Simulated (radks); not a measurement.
Values are calculated unless marked as measured or tabulated.
Question: Coherent X-ray form factor from a spherical all-electron density. Code: a radial shooting solver on a logarithmic mesh with Libxc functionals. Model: scalar-relativistic Kohn-Sham, PBE, spin-polarised, spherical densities, point nucleus.

sin(theta)/lambda (1/angstrom),f0 (electrons)
0.05,27.805
0.1,27.234
0.15,26.330
0.2,25.155
0.25,23.783
0.3,22.287
0.4,19.192
0.5,16.279
0.6,13.769
0.8,10.144
1,8.039
1.25,6.623
1.5,5.769
2,4.428

The species is in the configuration that NIST lists as its ground one. Which atom or ion scatters so?

Answer: The germanium ion Ge4+, [Ar] 3d10. Extrapolating in s^2 from the first two rows gives f0(0) = 28.0, near the electron count 28; among species with that count, the fall with angle is slower the higher Z, and the table is that of Z = 32; from so few rows the species is fixed only to a neighbour or two.
